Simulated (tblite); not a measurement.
`C=C(C)[C@@H]1C=CS(=O)(=O)C1`. The geometry is computed with GFN2-xTB (gas phase).

```
atom  x, y, z in Å
C1     2.4219    1.0013   -0.1522
C2     1.3346    0.2494   -0.0997
C3     1.2847   -1.1526   -0.6183
C4     0.0420    0.7869    0.4911
C5    -0.5128   -0.1970    1.4893
C6    -1.5984   -0.8688    1.1755
S7    -2.1771   -0.3707   -0.4451
O8    -1.8878   -1.3955   -1.4133
O9    -3.5285    0.1122   -0.3874
C10   -1.0021    1.0222   -0.5974
H11    2.4468    2.0063    0.2342
H12    3.3355    0.6390   -0.5910
H13    2.1425   -1.3575   -1.2533
H14    1.2995   -1.8567    0.2141
H15    0.3693   -1.3336   -1.1788
H16    0.2672    1.7247    1.0099
H17    0.0406   -0.3258    2.4080
H18   -2.1151   -1.6169    1.7409
H19   -1.5832    1.9235   -0.4310
H20   -0.5848    1.0204   -1.5988
```

What is the longest distance between nuclei?

O9···H12, 6.89 Å; the next longest distance is 6.34 Å.

Work out the bond lengths C1–H12, C4–H16, C5=C6, S7=O9 in Å.

For C1–H12 the difference vector is (0.9136, -0.3623, -0.4388) Å, of length 1.0763 Å. C1–H12 1.076; C4–H16 1.095; C5=C6 1.315; S7=O9 1.436 Å.

What are the angles C2–C1–H12, H11–C1–H12, C5–C4–H16, O8–S7–O9, C4–C10–H20?

From the scalar product of the two bond vectors; for C2–C1–H12 it is -0.7440 Å² over 1.3230 × 1.0763 Å², cos θ = -0.5225. C2–C1–H12 121.5°; H11–C1–H12 116.2°; C5–C4–H16 108.7°; O8–S7–O9 117.1°; C4–C10–H20 113.3°.

Give the dihedral angles C2–C4–C10–S7, C1–C2–C3–H15, C6–S7–C10–H20, H16–C4–C5–C6, H11–C1–C2–C3.

C2–C4–C10–S7 104° (anticlinal); C1–C2–C3–H15 -137° (anticlinal); C6–S7–C10–H20 137° (anticlinal); H16–C4–C5–C6 133° (anticlinal); H11–C1–C2–C3 -179° (antiperiplanar). Dihedral signs follow IUPAC: positive where, seen along the central bond, the front bond turns clockwise onto the rear one.

Where is the centre of mass (commonest isotopes), and what is the radius of gyration?

Mass 158.040 u; centre at (-0.803, -0.136, -0.141) Å; Rg = √(Σ m r²/M) = 2.129 Å. As Ia + Ib + Ic = 2 Σ m r², the three principal moments sum to 1433.1 u·Å².

What is the repulsion energy of the bare nuclei, Σ ZA·ZB/RAB?

667.76 Eh over 190 pairs, with full nuclear charges and distances in bohr; the largest single term is 47.16 Eh (S7 with O9).

How far apart are these pairs, which share no bond: C2···S7, C2···H16, C2···H20, C6···H17, S7···H13, O9···H19?

C2···S7 3.583 Å (3 bonds apart); C2···H16 2.132 Å (2 bonds apart); C2···H20 2.555 Å (3 bonds apart); C6···H17 2.121 Å (2 bonds apart); S7···H13 4.504 Å (5 bonds apart); O9···H19 2.658 Å (3 bonds apart).

Write the matrix of distances between heavy atoms (Å, lower triangle).

```
C1    0.000
C2    1.323  0.000
C3    2.480  1.496  0.000
C4    2.475  1.519  2.557  0.000
C5    3.570  2.477  2.930  1.507  0.000
C6    4.628  3.388  3.407  2.429  1.315  0.000
S7    4.808  3.583  3.553  2.672  2.558  1.791  0.000
O8    5.090  3.849  3.280  3.480  3.428  2.658  1.439  0.000
O9    6.021  4.874  4.982  3.738  3.565  2.670  1.436  2.453  0.000
C10   3.453  2.511  3.156  1.527  2.466  2.660  1.829  2.701  2.693  0.000
```

Its GFN2-xTB frequencies are all real (lowest 58 cm⁻¹). The numbers are those of one conformer.
